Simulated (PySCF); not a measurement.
Species: [W(NMe)Cl4]-, CH3Cl4NW (charge -1 and doublet state).
Structure used (PBE0-D3(BJ)/def2-SVP), in Å, numbered top down from 1:
```xyz
10
CH3Cl4NW angstrom
W      0.0144    0.0123   -1.2927
N      0.0035    0.0012    0.4251
C     -0.0163   -0.0150    1.8301
H     -1.0431    0.1286    2.2130
H      0.3594   -0.9779    2.2213
H      0.6161    0.7900    2.2462
Cl     2.3215    0.0163   -1.9017
Cl     0.0160    2.3164   -1.9078
Cl    -2.2898    0.0141   -1.9075
Cl     0.0182   -2.2859   -1.9261
```

Computed, not measured: PBE0-D3(BJ)/def2-SVP geometry optimisation, gas phase, def2 core potentials past Kr (PySCF).

**Question.** Which atoms are bound to W1, and at what distances?

**Answer.** 5 atoms: N2 1.718 Å, Cl10 2.384 Å, Cl8 2.385 Å, Cl9 2.385 Å, Cl7 2.386 Å. The nearest atom not counted as bound is C3, at 3.12 Å.

**Question.** List the angles at W1.

**Answer.** 
```tsv
angle	degrees	distance of the outer atoms (Å)
Cl7–W1–Cl9	150.3	4.61
Cl8–W1–Cl10	149.6	4.60
N2–W1–Cl8	105.3	3.29
N2–W1–Cl7	105.2	3.28
N2–W1–Cl10	105.0	3.28
N2–W1–Cl9	104.6	3.27
Cl9–W1–Cl10	86.2	3.26
Cl8–W1–Cl9	86.2	3.26
Cl7–W1–Cl10	86.1	3.26
Cl7–W1–Cl8	86.1	3.26
```

**Question.** What is the shape at W1?

**Answer.** Square pyramidal: τ5 = (β − α)/60° = 0.01 from the two widest angles, 150.3° and 149.6° (0 for a square pyramid, 1 for a trigonal bipyramid).

**Question.** What are the other bond lengths?

**Answer.** N2–C3 1.405 Å; C3–H4, C3–H5, C3–H6 1.105 Å.

**Question.** Give some angles away from the centre.

**Answer.** W1–N2–C3 179.5°.

Point group: near Cs, missed by 0.21 Å at most; the miss may be what the optimiser left on a soft mode. Charge -1, doublet. ⟨S²⟩ = 0.759 (exact for a doublet: 0.75). Not checked by PBE0-D3(BJ)/def2-SVP frequencies.

Neither the SCF state along the optimisation nor the shape of the open-shell metal species was proved the lowest: other solutions of the same spin, or a structure of lower symmetry, can lie below.
